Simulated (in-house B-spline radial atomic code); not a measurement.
Configurations of Kr⁸⁺, with energies counted from [Ar] 3d10. Computed with a B-spline radial code for spherical atoms: Dirac-Hartree-Fock, average of configuration, Fermi nucleus of rms radius 4.1884 fm. Energies include first-order Breit, QED and recoil terms.

Occupations are held fixed; configurations that lie above the ionisation limit could autoionise.

```
        configuration  E - E(ref) (eV)  highest orbital  its <r> (bohr)
         [Ar] 3d9 4s1           85.479            4s1/2           1.289
         [Ar] 3d9 5p1           162.36            5p3/2           2.575
         [Ar] 3d9 7s1           198.95            7s1/2           5.592
         [Ar] 3d9 7p1           201.27            7p3/2           5.923
         [Ar] 3d9 7g1           209.37            7g9/2           7.041
[Ne] 3s2 3p5 3d10 4s1           212.14            4s1/2           1.289
[Ne] 3s2 3p5 3d10 5s1           280.98            5s1/2           2.395
[Ne] 3s2 3p5 3d10 6s1           310.27            6s1/2           3.828
[Ne] 3s2 3p5 3d10 7s1           325.57            7s1/2           5.593
[Ne] 3s2 3p5 3d10 6g1           327.85            6g9/2           4.877
[Ne] 3s2 3p5 3d10 7d1            331.7            7d5/2           6.542
```

Order these further configurations by energy, lowest first.
A. [Ar] 3d9 7f1
B. [Ne] 3s2 3p5 3d10 5f1
C. [Ar] 3d9 6s1
D. [Ar] 3d9 4f1
E. [Ar] 3d9 6f1

D (161.11 eV), C (183.64 eV), E (200.39 eV), A (208.8 eV), B (313.04 eV).

How far above the reference does [Ar] 3d9 5f1 lie?

186.46 eV; its least bound orbital is 5f5/2 with <r> = 3.337 bohr.

How far above the reference does [Ar] 3d9 5s1 lie?

154.34 eV; its least bound orbital is 5s1/2 with <r> = 2.395 bohr.

How far above the reference does [Ne] 3s2 3p5 3d10 7g1 lie?

335.98 eV; its least bound orbital is 7g9/2 with <r> = 7.04 bohr.

One of these lies 187.7 eV from the reference. Which?
A. [Ar] 3d9 6p1
B. [Ar] 3d9 6g1
C. [Ne] 3s2 3p5 3d10 4f1
D. [Ne] 3s2 3p5 3d10 5d1

A.
